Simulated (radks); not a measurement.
Trend from La to Lu: ionisation energy by Delta-SCF between NIST ground configurations, and size. All-electron calculation, Dirac Kohn-Sham, PBE, spin-unpolarised, spherical densities, finite nucleus; open shells fill j = l - 1/2 first; Fermi nuclear charge, rms radius of each element as measured or else 0.836 A^(1/3) + 0.57 fm. Program: a radial shooting solver on a logarithmic mesh with Libxc functionals.

| species | configuration | IE (eV) | NIST (eV) | kind | -e(HOMO) (eV) | r at 0.001 e/bohr^3 (bohr) |
|---|---|---|---|---|---|---|
| La | [Xe] 5d1 6s2 | 5.919 | 5.577 | exp. | 3.172 (5d3/2) | 5.48 |
| Ce | [Xe] 4f1 5d1 6s2 | 6.115 | 5.539 | exp. | 3.144 (5d3/2) | 5.44 |
| Pr | [Xe] 4f3 6s2 | 5.716 | 5.470 | semi-emp. | 1.336 (4f5/2) | 5.40 |
| Nd | [Xe] 4f4 6s2 | 5.793 | 5.525 | exp. | 1.840 (4f5/2) | 5.36 |
| Pm | [Xe] 4f5 6s2 | 5.868 | 5.582 | exp. | 2.244 (4f5/2) | 5.32 |
| Sm | [Xe] 4f6 6s2 | 5.941 | 5.644 | exp. | 2.564 (4f5/2) | 5.29 |
| Eu | [Xe] 4f7 6s2 | 6.015 | 5.670 | exp. | 2.264 (4f7/2) | 5.25 |
| Gd | [Xe] 4f7 5d1 6s2 | 6.616 | 6.150 | exp. | 2.638 (5d3/2) | 5.24 |
| Tb | [Xe] 4f9 6s2 | 6.162 | 5.864 | exp. | 2.548 (4f7/2) | 5.19 |
| Dy | [Xe] 4f10 6s2 | 6.235 | 5.939 | exp. | 2.611 (4f7/2) | 5.16 |
| Ho | [Xe] 4f11 6s2 | 6.309 | 6.022 | exp. | 2.628 (4f7/2) | 5.13 |
| Er | [Xe] 4f12 6s2 | 6.384 | 6.108 | exp. | 2.604 (4f7/2) | 5.10 |
| Tm | [Xe] 4f13 6s2 | 6.460 | 6.184 | exp. | 2.542 (4f7/2) | 5.08 |
| Yb | [Xe] 4f14 6s2 | 6.537 | 6.254 | exp. | 2.446 (4f7/2) | 5.05 |
| Lu | [Xe] 4f14 5d1 6s2 | 5.449 | 5.426 | exp. | 1.867 (5d3/2) | 5.06 |

Reference values: NIST Atomic Spectra Database (exp. = measured, semi-emp. = semi-empirical, theory = theoretical value adopted there). Spin polarisation and multiplet splitting are left out, so open shells lie too high by an amount that depends on their filling.

Beside tabulated values, note that spin-unpolarised runs miss the spin-polarisation part of the exchange energy of open shells.
